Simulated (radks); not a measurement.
Results of a calculation; reference values are marked as such.
Q: The mean radii <r> (bohr) of the occupied orbitals of an atom or ion are listed with their occupations. Code: a radial shooting solver on a logarithmic mesh with Libxc functionals. Model: scalar-relativistic Kohn-Sham, r2SCAN, spin-polarised, spherical densities, finite nucleus; meta-GGA in the generalised Kohn-Sham scheme; Fermi nuclear charge, rms radius of each element as measured or else 0.836 A^(1/3) + 0.57 fm.

orbital  occ.      <r>
1s down     1  0.04702
1s up       1  0.04702
2s up       1   0.2092
2s down     1   0.2089
2p up       3   0.1832
2p down     3   0.1829
3s up       1   0.5677
3s down     1   0.5701
3p up       3   0.5675
3p down     3   0.5703
3d up       2   0.5377

Name the element and its charge. Open shells, if any, are filled with parallel spins first.

A: Z = 32, germanium, charge +12: Ge12+ in [Ar] 3d2. The 1s radius gives Z: for a bare nucleus <r> = (2 gamma + 1)/(2Z) with gamma = sqrt(1 - (Z/c)^2), 0.04601 bohr for Z = 32, and screening makes it slightly larger (0.04702 here). The occupations add up to 20, and the charge is Z minus that.
